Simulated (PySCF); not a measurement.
# Ni⁺ (nickel, charge +1) across methods

[Ar] 3d8 4s1, high-spin 4F determinant (an excited configuration). Calculation: PySCF 2.14, in def2-TZVPPD (6s6p4d2f1g, 67 functions); the non-relativistic Hamiltonian (point nucleus).

```json
{"method": "PBE", "E (hartree)": "-1507.689", "mean ε 3d α (eV)": "-19.167", "mean ε 3d β (eV)": "-17.328", "mean ε 4s α (eV)": "-13.626", "Σ⟨r²⟩ (bohr²)": "23.93", "⟨S²⟩": "3.750"}
{"method": "BP86", "E (hartree)": "-1508.163", "mean ε 3d α (eV)": "-19.279", "mean ε 3d β (eV)": "-17.530", "mean ε 4s α (eV)": "-13.808", "Σ⟨r²⟩ (bohr²)": "23.82", "⟨S²⟩": "3.750"}
{"method": "PBE0", "E (hartree)": "-1507.717", "mean ε 3d α (eV)": "-21.809", "mean ε 3d β (eV)": "-19.800", "mean ε 4s α (eV)": "-14.333", "Σ⟨r²⟩ (bohr²)": "23.80", "⟨S²⟩": "3.750"}
{"method": "HSE06", "E (hartree)": "-1507.727", "mean ε 3d α (eV)": "-21.380", "mean ε 3d β (eV)": "-19.391", "mean ε 4s α (eV)": "-14.025", "Σ⟨r²⟩ (bohr²)": "23.79", "⟨S²⟩": "3.750"}
{"method": "LDA", "E (hartree)": "-1505.244", "mean ε 3d α (eV)": "-19.484", "mean ε 3d β (eV)": "-17.478", "mean ε 4s α (eV)": "-13.881", "Σ⟨r²⟩ (bohr²)": "23.83", "⟨S²⟩": "3.750"}
{"method": "UHF", "E (hartree)": "-1506.59012", "mean ε 3d α (eV)": "-29.093", "mean ε 3d β (eV)": "-26.449", "mean ε 4s α (eV)": "-15.975", "Σ⟨r²⟩ (bohr²)": "23.93", "⟨S²⟩": "3.752"}
{"method": "r2SCAN", "E (hartree)": "-1507.936", "mean ε 3d α (eV)": "-19.458", "mean ε 3d β (eV)": "-17.662", "mean ε 4s α (eV)": "-13.949", "Σ⟨r²⟩ (bohr²)": "23.71", "⟨S²⟩": "3.751"}
{"method": "CAM-B3LYP", "E (hartree)": "-1508.040", "mean ε 3d α (eV)": "-23.281", "mean ε 3d β (eV)": "-21.411", "mean ε 4s α (eV)": "-15.657", "Σ⟨r²⟩ (bohr²)": "23.84", "⟨S²⟩": "3.751"}
{"method": "r2SCANh", "E (hartree)": "-1507.925", "mean ε 3d α (eV)": "-20.490", "mean ε 3d β (eV)": "-18.633", "mean ε 4s α (eV)": "-14.216", "Σ⟨r²⟩ (bohr²)": "23.68", "⟨S²⟩": "3.751"}
```
